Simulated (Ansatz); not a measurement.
Reactions of `P[NH][ZnH]`.

Calculated with Ansatz (gas phase, PBE0-D4/def2-TZVP geometries, no zero-point term in ΔE). CCSD(T)/CBS is the MP2 limit (def2-TZVPP, def2-QZVPP) plus CCSD(T) − MP2 in def2-TZVPP, frozen cores. This one scheme is used for every species. Functionals use def2-TZVPP. For Zn outer-core shells are correlated without core-valence functions, which leaves a few kJ/mol of doubt a bond. Scalar relativity is left out up to krypton. Each species was taken in one conformer, which may not be the lowest.

| reaction | PBE0-D4 (kcal/mol) | PBE-D4 (kcal/mol) | B2PLYP (kcal/mol) | CCSD(T)/CBS(def2) (kcal/mol) |
| --- | --- | --- | --- | --- |
| `P[NH][ZnH]` + `OB(F)F` → `FB(F)OP` + `[NH2][ZnH]` | 4.5 | 3.8 | 2.9 | 3.6 |
| `P[NH][ZnH]` + `C[SiH2]O` → `C[SiH2]OP` + `[NH2][ZnH]` | 0.0 | -0.3 | -0.9 | -0.8 |
| `P[NH][ZnH]` + `N=C=O` → `O=C=NP` + `[NH2][ZnH]` | -0.7 | -1.0 | -1.4 | -0.5 |
| `P[NH][ZnH]` + H₂ → PH₃ + `[NH2][ZnH]` | -8.5 | -8.3 | -9.0 | -8.2 |

Largest T1 diagnostic: 0.018, for `N=C=O`.
